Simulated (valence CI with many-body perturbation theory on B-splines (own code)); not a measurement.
## Forbidden lines of Dy42+

Level of theory: configuration interaction combined with many-body perturbation theory (CI+MBPT): six valence electrons over a frozen Dirac-Fock core [Ar], a basis of 7 s, 7 p, 8 d, 6 f, 4 g, 1 h functions for each j, with the one-electron correlation potential Σ1, the two-electron term Σ2, the three-electron term Σ3, Breit, model QED; selected CI, second order for the rest, scaled by the run's own slope (own B-spline code, finite nucleus).

The last digits are not significant, and no measured levels were compared; by estimate large intervals hold to a few tenths of a per cent, small ones and those within an open d or f shell to about a per cent. Core correlation moves these levels by up to 10000 cm⁻¹, and in measured spectra 5 to 20 % of such shifts remained as error; rates that hang on mixing are uncertain with them. Among the levels kept, up to 1000 cm⁻¹ of a level comes from second order outside the variational space, and about a tenth of that is noise between levels of different J, which matters for small intervals. Only levels of the ground parity were solved; by the run's estimate the other parity begins above the list, which can be wrong where configurations are misplaced.

Lines 51 to 100 of 116 in falling wavelength, among levels below 176.33 eV, chosen from the decays that carry over 1 % of a level's rate. Wavelengths and rates use the calculated energies. Electric multipoles are in the length gauge with retardation, E1 and E2 with the static RPA response of the core. M1 uses the relativistic operator with retardation. S is in atomic units (e²a₀⁴ for E2 and M2, e²a₀⁶ for E3), for M1 in squared Bohr magnetons. Weak lines are less certain than strong ones. Lines between different terms over intervals too small for the method are left out, as are lines whose strength nearly cancels. The highest levels of a list are the least certain.

Levels are named by their leading jj configuration (3d3/2^4 stands for four electrons in 3d with j = 3/2), which in mixed levels can hold well under half, so a name can repeat and another be missing. Letters in brackets count levels of one name in rising energy.

```
λ vac (Å)                      Upper                      Lower  Type   A (s⁻¹)  S (a.u.)
    313.1  (3d3/2^2 3d5/2^4) J=2 [a]  (3d3/2^3 3d5/2^3) J=3 [a]    M1  1.00e+06  5.69e+00
    306.8  (3d3/2^2 3d5/2^4) J=2 [d]  (3d3/2^2 3d5/2^4) J=3 [a]    M1  1.21e+04  6.48e-02
    302.4        (3d3/2 3d5/2^5) J=2  (3d3/2^2 3d5/2^4) J=2 [b]    M1  2.68e+05  1.37e+00
    301.8  (3d3/2^3 3d5/2^3) J=1 [b]      (3d3/2^4 3d5/2^2) J=0    M1  2.30e+05  7.02e-01
    297.8        (3d3/2 3d5/2^5) J=4  (3d3/2^2 3d5/2^4) J=3 [b]    M1  2.55e+05  2.25e+00
    297.3        (3d3/2 3d5/2^5) J=1  (3d3/2^2 3d5/2^4) J=0 [a]    M1  4.59e+05  1.34e+00
    296.0  (3d3/2^2 3d5/2^4) J=2 [c]  (3d3/2^3 3d5/2^3) J=1 [b]    M1  1.65e+05  7.91e-01
    296.0  (3d3/2^3 3d5/2^3) J=2 [a]      (3d3/2^4 3d5/2^2) J=2    M1  3.79e+05  1.82e+00
    290.6      (3d3/2^2 3d5/2^4) J=6      (3d3/2^3 3d5/2^3) J=6    M1  2.73e+05  3.22e+00
    290.5  (3d3/2^2 3d5/2^4) J=2 [c]  (3d3/2^3 3d5/2^3) J=2 [b]    M1  3.51e+05  1.60e+00
    290.4      (3d3/2^2 3d5/2^4) J=6      (3d3/2^3 3d5/2^3) J=5    M1  1.14e+05  1.34e+00
    289.8      (3d3/2^2 3d5/2^4) J=1  (3d3/2^3 3d5/2^3) J=2 [a]    M1  1.17e+05  3.16e-01
    289.5  (3d3/2^2 3d5/2^4) J=4 [a]  (3d3/2^3 3d5/2^3) J=4 [a]    M1  8.91e+05  7.21e+00
    289.4      (3d3/2^3 3d5/2^3) J=5      (3d3/2^4 3d5/2^2) J=4    M1  1.16e+05  1.15e+00
    289.2  (3d3/2^2 3d5/2^4) J=4 [c]  (3d3/2^3 3d5/2^3) J=3 [c]    M1  2.75e+05  2.22e+00
    289.2      (3d3/2^3 3d5/2^3) J=6      (3d3/2^4 3d5/2^2) J=4    E2  2.99e+00  7.01e-05
    288.4  (3d3/2^3 3d5/2^3) J=3 [b]      (3d3/2^4 3d5/2^2) J=2    M1  5.52e+04  3.44e-01
    286.7  (3d3/2^2 3d5/2^4) J=4 [b]  (3d3/2^3 3d5/2^3) J=3 [b]    M1  1.01e+05  7.96e-01
    286.3        (3d3/2 3d5/2^5) J=2      (3d3/2^2 3d5/2^4) J=1    M1  4.26e+05  1.85e+00
    285.8        (3d3/2 3d5/2^5) J=3  (3d3/2^2 3d5/2^4) J=4 [b]    M1  1.65e+05  1.00e+00
    281.8  (3d3/2^2 3d5/2^4) J=2 [b]  (3d3/2^3 3d5/2^3) J=3 [b]    M1  1.72e+05  7.13e-01
    278.2        (3d3/2 3d5/2^5) J=1  (3d3/2^2 3d5/2^4) J=2 [a]    M1  1.91e+06  4.57e+00
    278.0  (3d3/2^2 3d5/2^4) J=0 [b]      (3d3/2^2 3d5/2^4) J=1    M1  1.18e+05  9.37e-02
    274.9  (3d3/2^2 3d5/2^4) J=2 [b]  (3d3/2^3 3d5/2^3) J=2 [a]    M1  3.05e+05  1.17e+00
    274.9  (3d3/2^2 3d5/2^4) J=4 [a]  (3d3/2^3 3d5/2^3) J=3 [a]    M1  1.58e+04  1.10e-01
    269.8  (3d3/2^2 3d5/2^4) J=4 [c]  (3d3/2^3 3d5/2^3) J=4 [b]    M1  2.17e+05  1.43e+00
    269.4  (3d3/2^2 3d5/2^4) J=3 [a]  (3d3/2^3 3d5/2^3) J=4 [a]    M1  3.67e+05  1.86e+00
    267.9      (3d3/2^2 3d5/2^4) J=5  (3d3/2^3 3d5/2^3) J=4 [a]    M1  3.23e+04  2.53e-01
    264.0        (3d3/2 3d5/2^5) J=4      (3d3/2^2 3d5/2^4) J=5    M1  5.40e+05  3.32e+00
    262.6        (3d3/2 3d5/2^5) J=4  (3d3/2^2 3d5/2^4) J=3 [a]    M1  2.28e+04  1.38e-01
    257.0        (3d3/2 3d5/2^5) J=3  (3d3/2^2 3d5/2^4) J=3 [b]    M1  2.09e+05  9.22e-01
    256.7  (3d3/2^2 3d5/2^4) J=3 [a]  (3d3/2^3 3d5/2^3) J=3 [a]    M1  4.55e+05  2.00e+00
    251.3  (3d3/2^3 3d5/2^3) J=3 [b]      (3d3/2^4 3d5/2^2) J=4    M1  2.25e+05  9.25e-01
    249.3  (3d3/2^2 3d5/2^4) J=4 [b]      (3d3/2^3 3d5/2^3) J=5    M1  3.84e+05  1.98e+00
    245.9        (3d3/2 3d5/2^5) J=4  (3d3/2^2 3d5/2^4) J=4 [a]    M1  8.84e+05  4.39e+00
    240.3  (3d3/2^2 3d5/2^4) J=3 [b]  (3d3/2^3 3d5/2^3) J=4 [a]    M1  8.80e+04  3.17e-01
    239.9              (3d5/2^6) J=0        (3d3/2 3d5/2^5) J=1    M1  3.28e+06  1.68e+00
    238.8      (3d3/2^3 3d5/2^3) J=0      (3d3/2^4 3d5/2^2) J=2    E2  7.77e+02  5.39e-04
    237.6        (3d3/2 3d5/2^5) J=2  (3d3/2^2 3d5/2^4) J=3 [a]    M1  6.18e+05  1.54e+00
    233.2      (3d3/2^2 3d5/2^4) J=1  (3d3/2^3 3d5/2^3) J=1 [a]    M1  3.21e+05  4.53e-01
    231.6  (3d3/2^2 3d5/2^4) J=2 [c]  (3d3/2^3 3d5/2^3) J=3 [b]    M1  4.84e+04  1.11e-01
    230.4        (3d3/2 3d5/2^5) J=3  (3d3/2^2 3d5/2^4) J=3 [a]    M1  5.62e+05  1.78e+00
    230.3  (3d3/2^3 3d5/2^3) J=2 [b]      (3d3/2^4 3d5/2^2) J=2    M1  7.14e+04  1.61e-01
    227.0  (3d3/2^2 3d5/2^4) J=2 [c]  (3d3/2^3 3d5/2^3) J=2 [a]    M1  6.22e+04  1.35e-01
    226.9  (3d3/2^3 3d5/2^3) J=1 [b]      (3d3/2^4 3d5/2^2) J=2    M1  4.39e+04  5.70e-02
    217.4        (3d3/2 3d5/2^5) J=3  (3d3/2^2 3d5/2^4) J=4 [a]    M1  1.43e+05  3.81e-01
    217.1  (3d3/2^3 3d5/2^3) J=3 [c]      (3d3/2^4 3d5/2^2) J=2    M1  1.01e+05  2.68e-01
    214.4        (3d3/2 3d5/2^5) J=1  (3d3/2^3 3d5/2^3) J=2 [b]    M1  9.26e+04  1.02e-01
    211.1  (3d3/2^2 3d5/2^4) J=4 [b]  (3d3/2^3 3d5/2^3) J=3 [a]    M1  4.18e+04  1.31e-01
    209.8  (3d3/2^2 3d5/2^4) J=2 [d]  (3d3/2^3 3d5/2^3) J=3 [c]    M1  1.74e+05  2.99e-01
```
